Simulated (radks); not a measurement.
Ru VI, configuration [Kr] 4d3.

Method: non-relativistic Kohn-Sham, LDA (Slater exchange, Perdew-Wang correlation), spin-unpolarised, spherical densities, point nucleus; relativity is left out, which matters for an element this heavy; computed with a radial shooting solver on a logarithmic mesh with Libxc functionals.

Energy parts (Ry):
part                        energy
total                  -8865.96706
kinetic                 8860.41278
electron-nucleus      -20915.02628
Hartree                 3436.90448
exchange-correlation    -248.25805

Orbitals (lengths in bohr, moments of r in powers of bohr):
orbital	occ.	eigenvalue (Ry)	<r^4>	<1/r>
1s	2	-1571.119	6.545e-06	43.44
2s	2	-226.4029	0.001225	9.828
2p	6	-209.9955	0.0008150	9.832
3s	2	-43.98978	0.05982	3.445
3p	6	-37.54831	0.06071	3.361
3d	10	-25.66055	0.05856	3.197
4s	2	-10.24249	2.031	1.338
4p	6	-8.25139	2.751	1.238
4d	3	-5.02611	6.298	1.007

The highest occupied level is 4d at -68.384 eV. Summed over all electrons, <r^2> = 19.82 bohr^2, which gives a Langevin (diamagnetic) susceptibility term of -15.7 x 10^-6 cm^3/mol.
